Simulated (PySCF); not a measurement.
## How methods differ on the ionisation energy of Fe⁺

Fe⁺ [Ar] 3d6 4s1 (6D) → Fe²⁺ [Ar] 3d6 (5D), as a difference of total energies. All numbers are calculated (PySCF 2.14, the spin-free X2C one-electron Hamiltonian (Gaussian nucleus), in x2c-TZVPPall (6s5p4d2f1g, 64 functions)). Correlated levels: valence: [Ar] frozen. The calculations carry no spin-orbit coupling.

```json
{"method": "UHF", "ionisation energy (eV)": "15.303", "error (eV)": "-0.896"}
{"method": "MP2 (valence)", "ionisation energy (eV)": "15.858", "error (eV)": "-0.341"}
{"method": "SCS-MP2 (valence)", "ionisation energy (eV)": "15.620", "error (eV)": "-0.579"}
{"method": "CCSD (valence)", "ionisation energy (eV)": "15.871", "error (eV)": "-0.328"}
{"method": "CCSD(T) (valence)", "ionisation energy (eV)": "15.899", "error (eV)": "-0.300"}
```

Reference: 16.199 eV (measured; NIST Atomic Spectra Database, ionization energies).

Errors of the correlated levels include the incompleteness of this basis and the frozen core.
